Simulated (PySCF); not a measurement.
## A series of derivatives of 3,4-dihydro-2H-pyran

Parent skeleton `[CH:1]1=[CH:2][O:3][CH2:4][CH2:5][CH2:6]1`; one hydrogen on atom 6 is replaced by X. Hydrogens on one atom are averaged.

[PySCF 2.14: geometry from GFN2-xTB; GIAO PBE0/pcSseg-1 shieldings; rapidly exchanging positions averaged; gas phase; non-relativistic; a single conformation]

Scale: $^{13}$C, $^{1}$H vs TMS; H2O for $^{17}$O (reference shieldings calculated alike).

Parent (X = H): C1 104.3, C2 152.3, O3 113.6, C4 68.1, C5 25.7, C6 24.2, H(C1) 4.83, H(C2) 6.55, H(C4) 4.12 ppm. Effects are Δδ = δ(X) − δ(H), positive for deshielding.

(1) Give Δδ (ppm) for X = tBu, CH2Cl, CH2SiH3, CH2F.

(2) Which position responds most, and to which substituents?

## Answers

(1) 
```csv
X,SMILES,C1,C2,O3,C4,C5,C6,H(C1),H(C2),H(C4)
tBu,CC(C)(C)[C@H]1C=COCC1,+3.2,+0.4,+0.9,+0.4,+2.3,+20.6,-0.01,+0.05,+0.05
CH2Cl,ClC[C@@H]1C=COCC1,+0.1,+1.1,+7.8,+0.1,+6.2,+14.1,-0.45,+0.02,+0.08
CH2SiH3,[SiH3]C[C@H]1C=COCC1,+9.4,-1.4,+0.6,+0.0,+8.5,+9.0,-0.16,-0.05,+0.02
CH2F,FC[C@@H]1C=COCC1,+2.5,-0.5,+2.4,-0.8,+1.3,+12.8,+0.38,+0.05,+0.06
```

(2) C6: from +9.0 ppm with CH2SiH3 to +20.6 ppm with tBu.

Experimental scales use liquid or dissolved standards, which lie at an offset from isolated H2O (liquid H2O: subtract about 36 ppm).
